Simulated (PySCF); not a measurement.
```xyz
5
charge 0 multiplicity 1, angstrom
W     0.0000    0.0000    0.0251
O     1.3585    0.0000    1.0349
O    -1.3585    0.0000    1.0349
F     0.0000    1.5444   -0.9927
F     0.0000   -1.5444   -0.9927
```

All numbers come from PySCF, PBE0, basis W def2-TZVP with ECP60, O def2-TZVP, F def2-TZVP (scalar-relativistic core potentials, no spin–orbit coupling, density fitting).

This geometry of WO₂F₂ is a stationary point at this level.

(1) What is the point group?

(2) Is it a minimum?

(3) Give the atomic charges and bond orders.

(4) Give the ideal-gas entropy at 298.15 K and 1 bar by parts.

Answers

(1) C2v.

(2) Yes: all harmonic wavenumbers are real.

(3) 
```json
{"atom": "W1", "Mulliken": "1.66", "Löwdin": "0.98", "polar tensor": "2.63", "Mayer order to W1": "–"}
{"atom": "O2,3", "Mulliken": "-0.46", "Löwdin": "-0.28", "polar tensor": "-0.71", "Mayer order to W1": "2.06"}
{"atom": "F4,5", "Mulliken": "-0.37", "Löwdin": "-0.21", "polar tensor": "-0.61", "Mayer order to W1": "0.95"}
```

(4) translation 177.9, rotation 105.0, vibration 38.7, spin 0.0; total 321.6 J/(mol K).

Stability towards spin polarisation was not tested. Other isomers or separated fragments may lie lower. With an element this heavy the missing spin–orbit coupling can shift these numbers.
